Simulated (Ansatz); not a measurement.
Species: TlI, charge 1, multiplicity 2. 
Structure (B3LYP-D3(BJ)/def2-TZVP (Ansatz, a first-principles code) minimum search):
```
Tl
I 1 3.4191
```
Charge +1, spin multiplicity 2.

Basis-set convergence of Hartree-Fock and CCSD correlation energies (hartree) with Ansatz. Cores are frozen in the correlated levels unless marked. UHF or UKS for open shells. Spin-orbit coupling is left out. The frozen core is the preceding noble-gas configuration, with the filled d and f shells of earlier blocks. Past Kr the def2 sets carry scalar-relativistic core potentials.

| basis | functions | E(HF) | E(corr, CCSD) |
|---|---|---|---|
| def2-SVP | 52 | -467.98575 | -0.11930 |
| def2-TZVPP | 100 | -467.99669 | -0.16262 |
| def2-QZVPP | 164 | -467.99852 | -0.18021 |

Extrapolating the two largest sets (X = 3 and 4) as X^-3: E(corr) = (64·(-0.18021) - 27·(-0.16262))/37 = -0.1930 Eh, an estimate of the basis-set limit. The largest set recovers 93.4 % of it, the smallest 61.8 %.
